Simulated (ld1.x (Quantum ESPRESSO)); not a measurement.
# What one change does to a pseudopotential (tantalum, TM)

```json
{"Element": "tantalum (Ta)", "Generator": "ld1.x (Quantum ESPRESSO) 7.5", "Type": "norm-conserving Troullier–Martins (Kleinman–Bylander form)", "Functional": "PBE", "Relativity": "scalar-relativistic", "Frozen core": "[Kr] 4d10 4f14 5s2", "Valence charge": "11", "Reference configuration": "5p6 5d3 6s2 6p0", "Partial waves": "6s (bound): rc 3.05 bohr; 5d (bound): rc 2.75 bohr; 5p (bound): rc 2.00 bohr", "Local potential": "the p channel", "Core correction": "a·sin(br)/r model core inside 0.95 bohr"}
```

Change: wave 5p (bound): rc 2.00 bohr becomes 5p (bound): rc 1.46 bohr.

Cutoffs: the cutoffs (Ry, on a coarse ladder) from which the occupation-weighted sum of valence levels, in a spherical-Bessel basis at the reference potential, stays within 10 and 1 mRy of its value at 400 Ry; they do not see the model core or the augmentation charge, which bear on the density cutoff. Errors are all-electron minus pseudo energies relative to the spin-unpolarised reference configuration.

Problem. How do hardness, ghosts and transferability respond?

Solution. The potential gets harder (25 Ry and 45 Ry → 80 Ry and 100 Ry); both files keep a bound ghost (s); the number of tests that count goes from 7 to 6; of the 6 tests that both files solve, the error grows in 1 and shrinks in 2 by more than 15 % and 0.3 meV (median size 40.4 → 32.9 meV); the range in which the p phases agree widens (upper end -0.2 → 3.6); the range in which the d phases agree narrows (upper end at the end of the scan → 1.5). A smaller radius makes the pseudo-wave follow the all-electron one further in, where it bends more sharply, so more plane waves are needed.

```csv
quantity,base,changed
"cutoff, loose",25 Ry,80 Ry
"cutoff, tight",45 Ry,100 Ry
loose cutoff by channel (10 mRy a level),"s 8 Ry, d 18 Ry, p 18 Ry","s 10 Ry, d 18 Ry, p 45 Ry"
bound ghosts,s,s
"tests counted (converged, no solver errors)",7 of 7,6 of 7
"error for 5p6 5d3 6s1 6p0, meV [ΔE 8.47 eV]",-7.9,-11
"error for 5p6 5d3 6s0 6p0, meV [ΔE 23.44 eV]",-36,-36
"error for 5p6 5d2 6s0 6p0, meV [ΔE 47.04 eV]",-33,-35
"error for 5p6 5d3 6s0 6p2, meV [ΔE 8.59 eV]",+264,+31
"error for 5p6 5d3 6s0 6p1, meV [ΔE 13.55 eV]",+179,+12
"error for 5p6 5d4 6s0 6p0, meV [ΔE 9.90 eV]",-45,-48
s: phases at 3.29 bohr within 0.05 rad from the reference energy up to (Ry; the scan ends near 5),n/a,2.6
p: phases at 3.29 bohr within 0.05 rad from the reference energy up to (Ry; the scan ends near 5),-0.2,3.6
d: phases at 3.29 bohr within 0.05 rad from the reference energy up to (Ry; the scan ends near 5),to the end of the scan,1.5
```

Changed file: Tests not counted: 5p6 5d2 6s2 6p0 (solver errors, printed error -863 eV). A true bound ghost makes a file unfit for plane-wave use even where its test errors are small: the radial tests pick states by their node count and pass the ghost by. Where a test does run into it, the solver fails or the error is huge.
